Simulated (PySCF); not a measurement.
ethyl(prop-1-ynyl)silane (C5H10Si), SMILES CC#C[SiH2]CC. Atoms are numbered in the order given.

```xyz
16

C      3.2779    -0.7141    -0.6260
C      2.0005    -0.1688    -0.1853
C      0.9318     0.2935     0.1895
Si    -0.6971     0.9508     0.7153
C     -2.0702     0.2341    -0.3695
C     -2.1500    -1.2988    -0.3520
H      3.7871    -0.0191    -1.3132
H      3.9458    -0.8943     0.2319
H      3.1373    -1.6714    -1.1537
H     -0.6833     2.4374     0.6143
H     -0.9256     0.5818     2.1417
H     -1.9082     0.5982    -1.3998
H     -3.0267     0.6763    -0.0359
H     -2.3475    -1.6792     0.6636
H     -2.9553    -1.6680    -1.0078
H     -1.2044    -1.7486    -0.6947
```

Geometry: TPSSh-D3(BJ)/def2-SVP. One conformer was computed; it need not be the lowest.

All values below come from ωB97X/def2-TZVP (PySCF).

ESP charges are fitted to the potential on shells at 1.4 to 2.0 van der Waals radii. Atomic charges (e):

```json
[
 {"atom": "C1", "ESP fit": "-0.68", "Löwdin": "-0.28", "IAO": "-0.43"},
 {"atom": "C2", "ESP fit": "0.29", "Löwdin": "-0.11", "IAO": "0.01"},
 {"atom": "C3", "ESP fit": "-0.43", "Löwdin": "-0.20", "IAO": "-0.40"},
 {"atom": "Si4", "ESP fit": "0.31", "Löwdin": "0.31", "IAO": "0.84"},
 {"atom": "C5", "ESP fit": "-0.10", "Löwdin": "-0.41", "IAO": "-0.54"},
 {"atom": "C6", "ESP fit": "-0.29", "Löwdin": "-0.33", "IAO": "-0.40"},
 {"atom": "H7", "ESP fit": "0.22", "Löwdin": "0.14", "IAO": "0.17"},
 {"atom": "H8", "ESP fit": "0.21", "Löwdin": "0.14", "IAO": "0.17"},
 {"atom": "H9", "ESP fit": "0.22", "Löwdin": "0.14", "IAO": "0.17"},
 {"atom": "H10", "ESP fit": "-0.08", "Löwdin": "-0.03", "IAO": "-0.14"},
 {"atom": "H11", "ESP fit": "-0.06", "Löwdin": "-0.03", "IAO": "-0.14"},
 {"atom": "H12", "ESP fit": "0.07", "Löwdin": "0.14", "IAO": "0.14"},
 {"atom": "H13", "ESP fit": "0.06", "Löwdin": "0.14", "IAO": "0.14"},
 {"atom": "H14", "ESP fit": "0.09", "Löwdin": "0.12", "IAO": "0.13"},
 {"atom": "H15", "ESP fit": "0.08", "Löwdin": "0.12", "IAO": "0.14"},
 {"atom": "H16", "ESP fit": "0.09", "Löwdin": "0.12", "IAO": "0.14"}
]
```

Task: Give the Mayer and Wiberg (Löwdin basis) orders of the bonds. (The exact figures need the calculation; the answer reports its results.)

Result: 
| bond | Mayer | Wiberg |
|---|---|---|
| C1–C2 | 0.89 | 1.37 |
| C2–C3 | 2.75 | 2.80 |
| C3–Si4 | 0.88 | 1.16 |
| Si4–C5 | 0.97 | 1.12 |
| C5–C6 | 0.96 | 1.31 |
| C1–H7 | 0.98 | 0.88 |
| C1–H8 | 0.98 | 0.88 |
| C1–H9 | 0.98 | 0.88 |
| Si4–H10 | 0.97 | 0.91 |
| Si4–H11 | 0.97 | 0.91 |
| C5–H12 | 0.95 | 0.85 |
| C5–H13 | 0.96 | 0.85 |
| C6–H14 | 0.98 | 0.91 |
| C6–H15 | 0.98 | 0.91 |
| C6–H16 | 0.98 | 0.91 |
